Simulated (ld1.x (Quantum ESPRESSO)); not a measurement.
# chromium: one change to a TM potential, before and after

ld1.x (Quantum ESPRESSO) 7.5 input, shortened:

```
&input
   title='Cr', zed=24., rel=1, dft='PZ', iswitch=3,
   config='[Ar] 3d4 4s2 4p0'
 /
 &inputp
   pseudotype=2, tm=.true., lloc=-1, rcloc=1.95,
   nlcc=.true., new_core_ps=.true., rcore=1.25
 /
3
4S  1  0   2.00   0.00  2.85  2.85  0.0
4P  2  1   0.00   0.00  2.30  2.30  0.0
3D  3  2   4.00   0.00  1.30  1.30  0.0
 &test
   configts(1)='3d4 4s2 4p0'
 /
```

All-electron outer shells of the reference configuration (LDA (PZ), scalar-relativistic, ld1.x):

```tsv
shell	level (eV)	outermost node (bohr)	outermost maximum (bohr)
3s	-77.52	0.36	0.78
3p	-49.17	0.33	0.80
3d	-6.22	–	0.82
4s	-5.08	1.11	2.61
4p	-1.51	1.23	3.48
```

Change: functional PBE.

Cutoffs: the cutoffs (Ry, on a coarse ladder) from which the occupation-weighted sum of valence levels, in a spherical-Bessel basis at the reference potential, stays within 10 and 1 mRy of its value at 400 Ry; they do not see the model core or the augmentation charge, which bear on the density cutoff. Errors are all-electron minus pseudo energies relative to the spin-unpolarised reference configuration.

Q: How do hardness, ghosts and transferability respond?

A: The potential gets neither clearly harder nor softer (120 Ry and 140 Ry → 120 Ry and 140 Ry); the number of tests that count goes from 8 to 4; of the 4 tests that both files solve, the error grows in 0 and shrinks in 1 by more than 15 % and 0.3 meV (median size 25.2 → 25.7 meV); neither file shows a bound ghost at the reference potential, the only one tested.

```csv
quantity,base,changed
"cutoff, loose",120 Ry,120 Ry
"cutoff, tight",140 Ry,140 Ry
bound ghosts,none,none
"tests counted (converged, no solver errors)",8 of 9,4 of 7
"error for 3d5 4s0 4p0, meV [ΔE 7.20 → 7.00 eV]",-246,-252
"error for 3d4 4s0 4p0, meV [ΔE 23.54 → 23.05 eV]",-49,-50
"error for 3d4 4s1 4p0, meV [ΔE 8.31 → 8.09 eV]",-0.8,-0.2
"error for 3d4 4s1 4p1, meV [ΔE 3.67 → 3.61 eV]",-1.1,-1.4
s: phases at 3.09 bohr within 0.05 rad from the reference energy up to (Ry; the scan ends near 5),0.0,-0.0
p: phases at 3.09 bohr within 0.05 rad from the reference energy up to (Ry; the scan ends near 5),1.0,1.0
d: phases at 3.09 bohr within 0.05 rad from the reference energy up to (Ry; the scan ends near 5),0.8,0.9
```

Base: Tests not counted: 3d5.5 4s0.5 4p0 (solver errors, printed error +1.0 eV). Changed file: Tests not counted: 3d5 4s1 4p0 (solver errors, printed error -260 eV); 3d5.5 4s0.5 4p0 (solver errors, printed error -433 meV); 3d5 4s0.5 4p0 (solver errors, printed error -261 eV).
